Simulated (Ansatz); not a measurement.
Program: Ansatz. Geometries: PBE0-D4/def2-TZVP. ΔE: electronic, gas phase. CBS: MP2 limit from def2 TZ/QZ plus the TZ coupled-cluster correction, frozen cores. Functionals use def2-TZVPP. B3LYP here is the variant with VWN-RPA as its local correlation; programs differ in this. def2 core potentials past Kr. For Sn outer-core shells are correlated without core-valence functions, which leaves a few kJ/mol of doubt a bond.

Reaction (isomerisation): `CC1=C[CH]1[SnH3]` → `C#C[CH](C)[SnH3]`

`CC1=C[CH]1[SnH3]`:

```xyz
13

C    -0.176    1.839   -1.063
C    -0.142    1.017    0.149
C    -0.567    0.685    1.318
C     0.551   -0.163    0.773
Sn    0.219   -2.165    0.069
H    -0.949    2.607   -1.007
H     0.793    2.322   -1.223
H    -0.365    1.210   -1.938
H    -1.241    0.825    2.145
H     1.555   -0.006    1.178
H     1.442   -2.676   -1.018
H    -1.291   -2.205   -0.742
H     0.172   -3.291    1.360
```

`C#C[CH](C)[SnH3]`:

```xyz
13

C    -2.138    1.097    0.970
C    -1.205    0.380    0.716
C    -0.075   -0.448    0.377
C    -0.339   -1.369   -0.814
Sn    1.614    0.874   -0.006
H    -2.965    1.725    1.202
H     0.213   -1.040    1.251
H    -1.179   -2.038   -0.606
H     0.537   -1.982   -1.035
H    -0.589   -0.795   -1.709
H     2.988   -0.087   -0.349
H     1.231    1.838   -1.359
H     1.908    1.845    1.364
```

| level | ΔE (kJ/mol) | difference from CCSD(T)/CBS |
| --- | --- | --- |
| PBE-D4 | -54.1 | 25.9 |
| r2SCAN-D4 | -63.0 | 17.0 |
| PBE0-D4 | -54.3 | 25.7 |
| B3LYP-D4 | -74.5 | 5.5 |
| ωB97X-V | -61.7 | 18.3 |
| ωB97M-V | -70.2 | 9.8 |
| B2PLYP | -79.3 | 0.7 |
| PBE | -53.0 | 27.0 |
| r2SCAN | -62.8 | 17.2 |
| PBE0 | -53.4 | 26.6 |
| B3LYP | -72.7 | 7.3 |
| HF/def2-TZVPP | -88.7 | -8.7 |
| MP2/def2-TZVPP | -81.3 | -1.3 |
| SCS-MP2/def2-TZVPP | -84.2 | -4.2 |
| CCSD/def2-TZVPP | -81.3 | -1.3 |
| CCSD(T)/def2-TZVPP | -80.5 | -0.5 |
| HF/def2-QZVPP | -88.6 | -8.6 |
| MP2/def2-QZVPP | -81.1 | -1.1 |
| SCS-MP2/def2-QZVPP | -83.9 | -3.9 |
| HF/CBS(def2) | -88.6 | -8.6 |
| MP2/CBS(def2) | -80.9 | -0.9 |
| CCSD/CBS(def2) | -80.9 | -0.9 |
| CCSD(T)/CBS | -80.0 | 0 |

Largest T1 diagnostic among the species: 0.012.

In def2-TZVPP, CCSD(T) changes the Hartree–Fock value by +8.2 kJ/mol (the triples alone add +0.8 kJ/mol) and MP2 by +7.3 kJ/mol.
